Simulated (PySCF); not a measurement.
TaSCl3, SMILES [S]=[Ta]([Cl])([Cl])[Cl], multiplicity 1. Geometry optimised at B3LYP-D3(BJ)/def2-SVP. The spin state was assumed, not searched. The structure was generated by enumeration; whether it is a known compound was not checked. The def2 effective core potentials stand for the cores of Ta; spin–orbit coupling is left out.

Method: B3LYP-D3(BJ)/def2-SVP in PySCF 2.14.0.

Harmonic wavenumbers (cm⁻¹): 102, 102, 120, 145, 145, 391, 407, 407, 549. Rotational constants (GHz): 1.109, 1.109, 0.9936; symmetry number 3.

Task: Work out the zero-point energy and the ideal-gas rigid-rotor harmonic-oscillator thermochemistry at 298.15 K and 1 atm.

Result: ZPE = ½ Σ hcν = ½ × 2369 cm⁻¹ = 3.39 kcal/mol. H − E(el) = 8.63 kcal/mol. Entropy in cal/(mol K): translation 43.18, rotation 27.77, vibration 18.81, total 89.76. G − E(el) = -18.13 kcal/mol. Cp = 23.13 cal/(mol K). Modes under 150 cm⁻¹ make the vibrational entropy uncertain.
